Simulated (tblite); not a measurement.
Cl2O2W, triplet, at a GFN2-xTB geometry (such geometries of metal compounds can be far from the true shape) (the multiplicity is a formal guess); tblite with GFN1-xTB.

Input for tblite:
```
$ tblite run mol.xyz --method gfn1 --charge 0 --spin 2 --etemp 2000 --json tblite.json --no-restart

# file mol.xyz
5

W      0.37433821    -0.07415431     0.12270466
O      1.49271735    -0.62827810    -1.01392940
O      0.74820365     0.18436419     1.74848290
Cl    -0.97950147     1.60541944    -0.73627097
Cl    -1.70452181    -1.07372945    -0.14352742
```

Task: What does tblite print? Leave out banner, timings and long lists.

Result: 
```
xTB calculator
 | screened Coulomb repulsion
 | Coulomb electrostatics
 |  * isotropic Klopman-Ohno-Mataga-Nishimoto electrostatics
 |  * onsite third-order electrostatics
 | DFT-D3(BJ) dispersion correction

halogen bonding energy    0.0000000000000E+00 Eh
repulsion energy          8.8699498142638E-02 Eh
dispersion energy        -2.3062839841613E-03 Eh
number of electrons       3.2000000000000E+01 e
integral cutoff           3.6814730210589E+01 bohr

------------------------------------------------------------
  cycle        total energy    energy error   density error
------------------------------------------------------------
      1     -19.79818084909  -1.9884574E+01   1.0144558E+00
      2     -20.18326152432  -3.8508068E-01   3.8120382E-01
      3     -20.17427751336   8.9840110E-03   2.9304088E-01
      4     -20.20738319716  -3.3105684E-02   1.6836096E-01
      5     -20.19639135316   1.0991844E-02   1.6972927E-01
      6     -20.23569065554  -3.9299302E-02   4.7602084E-02
      7     -20.23771605550  -2.0254000E-03   3.2548094E-02
      8     -20.23943164929  -1.7155938E-03   3.6601609E-03
      9     -20.23945157105  -1.9921767E-05   5.6523798E-04
     10     -20.23945210453  -5.3348217E-07   3.9067083E-05
     11     -20.23945209704   7.4908328E-09   7.4404963E-05
     12     -20.23945210654  -9.5000381E-09   4.8640752E-07
------------------------------------------------------------

electronic energy        -2.0325845320702E+01 Eh
total energy             -2.0239452106543E+01 Eh

Post processing:
 | Mayer-Wiberg bond orders

[Info] JSON dump of results written to 'tblite.json'
```
